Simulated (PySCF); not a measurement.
Compound: trimethylsilanol, C3H10OSi.
Cartesian coordinates in Å at the PBE0-D3(BJ)/def2-SVP level; atoms count from 1:
```xyz
15
C3H10OSi angstrom
C     -0.875    0.734   -1.361
Si    -0.166    0.071    0.246
C     -0.358   -1.784    0.343
C      1.642    0.565    0.378
O     -1.032    0.667    1.556
H     -0.346    0.308   -2.229
H     -0.784    1.831   -1.427
H     -1.942    0.478   -1.459
H      0.039   -2.171    1.294
H      0.184   -2.278   -0.479
H     -1.419   -2.070    0.274
H      2.225    0.149   -0.460
H      1.768    1.660    0.354
H      2.086    0.196    1.316
H     -1.049    1.623    1.656
```

Jobs on this species (15 atoms, 50 electrons) with PySCF (density fitting). Hardware of each: one thread of an Arm Neoverse V1, no GPU (shared host). Times come from a shared host and carry two figures at best. Peak memory is the resident size of the whole Python process, interpreter and libraries included.

| level and settings | work | basis functions | SCF cycles | wall time | peak memory |
| --- | --- | --- | --- | --- | --- |
| delta-SCF UKS HF, pcX-2 on the ionised atom, pcseg-1 elsewhere, spin-free X2C | ΔSCF core ionisation, 4 holes | 166 | ? | ? | ? |
| delta-SCF UKS SCAN, pcX-1 on the ionised atom, pcseg-1 elsewhere, spin-free X2C | ΔSCF core ionisation, 4 holes | 146 | ? | ? | ? |
| delta-SCF UKS PBE, pcX-2 on the ionised atom, pcseg-1 elsewhere, spin-free X2C | ΔSCF core ionisation, 4 holes | 166 | 55 | 16 s | 0.57 GiB |
| delta-SCF UKS B3LYP, pcX-2 on the ionised atom, pcseg-1 elsewhere, spin-free X2C | ΔSCF core ionisation, 4 holes | 166 | 51 | 28 s | 0.66 GiB |
| delta-SCF UKS PBE0, pcX-2 on the ionised atom, pcseg-1 elsewhere, spin-free X2C | ΔSCF core ionisation, 4 holes | 166 | 52 | 28 s | 0.66 GiB |
| delta-SCF UKS SCAN, pcX-2 on the ionised atom, pcseg-1 elsewhere, spin-free X2C | ΔSCF core ionisation, 4 holes | 166 | 55 | 26 s | 0.60 GiB |
| PBE0-D3(BJ)/def2-SVP, grid level 1 | geometry optimisation from a GFN2-xTB start shaken at random | 124 | 62 | 53 s | 0.51 GiB |
| delta-SCF UKS SCAN, def2-TZVP on the ionised atom, pcseg-1 elsewhere, spin-free X2C | ΔSCF core ionisation, 4 holes | 143 | 55 | 25 s | 0.49 GiB |
| delta-SCF UKS SCAN, pcX-2 on the ionised atom, pcseg-1 elsewhere, non-relativistic | ΔSCF core ionisation, 4 holes | 166 | 55 | 25 s | 0.60 GiB |

Fill in the missing figures.

- delta-SCF UKS HF, pcX-2 on the ionised atom, pcseg-1 elsewhere, spin-free X2C; ΔSCF core ionisation, 4 holes: 15 s, 0.52 GiB, 50 SCF cycles
- delta-SCF UKS SCAN, pcX-1 on the ionised atom, pcseg-1 elsewhere, spin-free X2C; ΔSCF core ionisation, 4 holes: 22 s, 0.47 GiB, 55 SCF cycles

What do all jobs in the table cost together?

About 4.0 min; the longest takes about 22 % of that, and about 3.5 times as long as the shortest.
